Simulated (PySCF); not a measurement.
**Input and output**

Y2S3 (singlet). PySCF 2.14.0, RKS B3LYP, Y def2-SVP with ECP28, S def2-SVP; non-relativistic Hamiltonian with scalar-relativistic core potentials where named; density fitting; no spin-orbit coupling. Purpose: singlet excitations, Tamm-Dancoff B3LYP.

```python
mol = gto.M(atom='''
Y      0.00000     0.00000     1.49927
Y     -0.00000    -0.00000    -1.49927
S      2.03030     0.00003    -0.00000
S     -1.01518     1.75828    -0.00000
S     -1.01512    -1.75831     0.00000''',
    basis={'Y': 'def2-SVP', 'S': 'def2-SVP'},
    ecp={'Y': 'def2-SVP'},
    charge=0, spin=0)
mf = dft.RKS(mol, xc='B3LYP')
mf.grids.atom_grid = (50, 194)
mf = mf.density_fit()  # fitting sets: Y def2-universal-JKFIT, S def2-universal-JKFIT
mf.conv_tol = 1e-08; mf.max_cycle = 55
mf.kernel(dm0)  # dm0: converged density of the relaxed state
td = mf.TDA(); td.nstates = 8; td.kernel()
```

Run from Python with OMP_NUM_THREADS=2; the lines above give its settings. Where DIIS fails, smearing, a level shift and second-order steps follow.
It took 29 s on 2 threads of AMD EPYC 9B14 (Zen 4), with other jobs on the host, from an already converged density.

Where do the frontier levels lie, over both spins?

HOMO -4.95 eV, LUMO -2.24 eV. 

What does the SCF print?


```
init E= -1271.18106944143
cycle= 1 E= -1271.18296805342  delta_E= -0.0019  |g|= 0.024  |ddm|= 0.279
cycle= 2 E= -1271.18291250912  delta_E= 5.55e-05  |g|= 0.0268  |ddm|= 0.0544
cycle= 3 E= -1271.1830843144  delta_E= -0.000172  |g|= 0.00913  |ddm|= 0.0421
cycle= 4 E= -1271.18311510499  delta_E= -3.08e-05  |g|= 0.00163  |ddm|= 0.0157
cycle= 5 E= -1271.18311592951  delta_E= -8.25e-07  |g|= 0.000234  |ddm|= 0.00259
cycle= 6 E= -1271.18311594782  delta_E= -1.83e-08  |g|= 2.36e-05  |ddm|= 0.000547
cycle= 7 E= -1271.183115948  delta_E= -1.82e-10  |g|= 4.95e-06  |ddm|= 4.42e-05
Extra cycle  E= -1271.18311594799  delta_E= 9.78e-12  |g|= 7.58e-06  |ddm|= 1.74e-05
converged SCF energy = -1271.18311594799
```

What are the Mulliken charges and spins?


```
atom  charge (e)  spin (e)
  Y1       0.668     0.000
  Y2       0.668     0.000
  S3      -0.446     0.000
  S4      -0.445     0.000
  S5      -0.445     0.000
```

Which singlet excitations follow (Tamm-Dancoff, 8 states)?


| state | eV | oscillator strength |
| --- | --- | --- |
| 1 | 1.89 | 0.0000 |
| 2 | 2.17 | 0.0000 |
| 3 | 2.19 | 0.0000 |
| 4 | 2.92 | 0.0000 |
| 5 | 2.92 | 0.0000 |
| 6 | 3.16 | 0.0180 |
| 7 | 3.16 | 0.0180 |
| 8 | 3.34 | 0.0035 |
Functionals without range separation put charge-transfer states too low; the basis has no diffuse functions.

The geometry was relaxed with PBE0 (Y def2-SVP with ECP28, S def2-SVP).
